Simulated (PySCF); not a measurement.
C4H2F2, SMILES C(#C)/C(=C\F)F. Atoms are numbered in the order given.

```xyz
8

C     -0.8584     2.1892     0.0000
C     -0.2317     1.1513     0.0000
C      0.5059    -0.0605     0.0000
F      1.8377     0.0469     0.0000
C     -0.0286    -1.2897     0.0000
F     -1.3358    -1.4747     0.0000
H     -1.4162     3.1080     0.0000
H      0.5757    -2.1999     0.0000
```

Geometry: PBE0-D3(BJ)/def2-SVP. The structure was generated by enumeration; whether it is a known compound was not checked.

Level of theory: PBE0-D3(BJ)/def2-SVP (PySCF).

No scaling factor is applied to the harmonic values.

```tsv
mode	ν (cm⁻¹)	IR (km/mol)	Raman (Å⁴/amu)	depolarisation	moving atoms (share of kinetic energy)
1	137	2.0	8.0	0.71	C 46 %, F 43 %, H 11 %
2	274	9.3	2.0	0.75	C 74 %, H 23 %
3	298	8.4	3.5	0.73	C 52 %, F 41 %
4	324	2.8	3.7	0.75	C 50 %, F 42 %
5	497	1.5	3.3	0.75	F 52 %, C 44 %
6	622	0.0	14.1	0.75	C 88 %, H 10 %
7	656	4.8	2.0	0.36	F 53 %, C 43 %
8	667	39.4	5.5	0.75	H 78 %, C 22 %
9	747	27.7	1.3	0.75	H 74 %, C 26 %
10	826	6.2	6.0	0.09	C 77 %, F 13 %, H 10 %
11	850	25.1	6.3	0.75	H 66 %, C 33 %
12	1238	127.6	4.0	0.59	H 40 %, C 30 %, F 30 %
13	1278	202.5	4.6	0.72	C 56 %, F 24 %, H 20 %
14	1376	35.8	29.5	0.35	C 67 %, H 28 %
15	1776	10.4	111.3	0.27	C 94 %
16	2242	7.7	333.8	0.28	C 91 %, H 9 %
17	3248	6.5	104.2	0.28	H 91 %, C 9 %
18	3487	89.1	25.0	0.22	H 86 %, C 14 %
```
